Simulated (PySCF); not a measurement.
Estimate the missing entries of this data sheet.

Compound: C7H16P2.
Geometry (GFN2-xTB, Å), atoms numbered from 1 in this order:
```
atom  x, y, z in Å
C1     2.9973   -0.9598   -0.8209
C2     2.8805    0.2782    0.0081
C3     4.1811    0.9866    0.2416
P4     1.4998    0.9508    0.6953
C5     0.1186   -0.2124    0.1795
C6    -1.2053    0.2530    0.7732
P7    -2.6024   -0.8942    0.3105
C8    -2.8896   -0.3005   -1.4220
C9    -3.9598    0.0616    1.1310
H10    2.0438   -1.4501   -0.9890
H11    3.4369   -0.7143   -1.7895
H12    3.6686   -1.6685   -0.3324
H13    4.8881    0.3274    0.7476
H14    4.6315    1.2823   -0.7073
H15    4.0374    1.8763    0.8510
H16    0.3387   -1.2238    0.5303
H17    0.0551   -0.2278   -0.9116
H18   -1.4371    1.2720    0.4475
H19   -1.1381    0.2551    1.8652
H20   -2.0871   -0.6514   -2.0675
H21   -2.9422    0.7868   -1.4638
H22   -3.8246   -0.7244   -1.7835
H23   -4.9190   -0.3492    0.8225
H24   -3.9143    1.1174    0.8677
H25   -3.8689   -0.0470    2.2099
```

```json
{"property": "point group of the GFN2-xTB geometry", "level": "GFN2-xTB", "value": "C1"}
{"property": "rotational constants A, B, C of the GFN2-xTB geometry", "level": "GFN2-xTB", "value": "?"}
{"property": "dipole moment", "level": "PBE0/pcSseg-1", "value": "?"}
{"property": "HOMO energy", "level": "PBE0/pcSseg-1", "value": "-6.50 eV"}
{"property": "LUMO energy", "level": "PBE0/pcSseg-1", "value": "?"}
{"property": "13C chemical shifts (computed TMS as zero) by class", "level": "GIAO PBE0/pcSseg-1", "value": "?"}
{"property": "1H chemical shifts (computed TMS as zero) by class", "level": "GIAO PBE0/pcSseg-1", "value": "?"}
{"property": "isotropic shieldings of nuclei other than C and H, by class", "level": "GIAO PBE0/pcSseg-1", "value": "?"}
```

Electronic properties: PySCF, gas phase, density fitting. GFN2-xTB frequencies show an imaginary mode (54i cm⁻¹), so this geometry is no minimum at that level. NMR classes are plain means over equivalent atoms (diastereotopic ones count apart unless rotation or inversion swaps them), as if these changed places fast; in this geometry the members of some classes differ.

What are the 1H chemical shifts (computed TMS as zero) by class?

2.39 (H13/H14/H15), 2.37 (H10/H11/H12), 1.94 (H16/H17), 1.46 (H18/H19), 1.01 (H20/H21/H22/H23/H24/H25) ppm.

The 13C chemical shifts (computed TMS as zero) by class?

213.2 (C2), 37.3 (C6), 32.1 (C3), 28.9 (C5), 28.3 (C1), 18.2 (C8/C9) ppm.

Give the LUMO energy.

-1.14 eV.

What is the dipole moment?

1.28 D.

What are the rotational constants A, B, C of the GFN2-xTB geometry?

2.951, 0.407, 0.380 GHz.

Give the isotropic shieldings of nuclei other than C and H, by class.

56 (P4), 386 (P7) ppm.

The dipole equals about 4.3 × 10⁻³⁰ C·m (1 D = 3.33564 × 10⁻³⁰ C·m). The rotational constants make it an asymmetric top with κ = (2B − A − C)/(A − C) = -0.98, nearer the prolate limit (−1).

One conformer stands for the species.
